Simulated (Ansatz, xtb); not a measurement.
## Redistribution: CH2BrF + H2CO → CH3Br + CHFO

Species: CH2BrF (bromofluoromethane) `FCBr`, singlet; H2CO (formaldehyde) `C=O`, singlet; CH3Br (bromomethane) `CBr`, singlet; CHFO (formyl fluoride) `O=CF`, singlet. The partners trade F for H; both sit on C, so the bond types are kept.

Shapes, held fixed at every level: PBE0-D4/def2-TZVP. Programs: Ansatz 0.2.0, xtb 6.7.1. The zero-point and thermal change to 298 K, harmonic and unscaled (PBE0-D4/def2-TZVP), is +2.0 kJ/mol.

Problem. Estimate ΔH(298 K) of this reaction.

Solution. The highest level, CCSD(T)/def2-TZVPP, gives ΔH(298 K) = -98.9 kJ/mol; the levels span -111.8 to -73.6. The column of differences is taken from that level and isn't an error. No measured value is set beside it here. Relativity is left out for Br unless named. Correlated rows may include outer-core shells of Br, which these sets cover unevenly.

| level | kind | ΔH(298 K) (kJ/mol) | less CCSD(T)/def2-TZVPP |
| --- | --- | --- | --- |
| GFN1-xTB | semi-empirical | -73.6 | +25.3 |
| SPW92/def2-TZVPP | LDA | -109.3 | -10.4 |
| PBE-D4/def2-TZVPP | GGA | -102.0 | -3.1 |
| B3LYP-D4/def2-TZVPP | global hybrid | -97.3 | +1.6 |
| BHLYP-D4/def2-TZVPP | global hybrid | -97.7 | +1.2 |
| wB97M-V/def2-TZVPP | range-separated hybrid | -100.7 | -1.8 |
| MP2/def2-SVP | perturbation theory | -111.8 | -12.9 |
| MP2/def2-TZVPP | perturbation theory | -105.0 | -6.1 |
| CCSD(T)/def2-TZVPP | coupled cluster or CI | -98.9 | 0.0 |
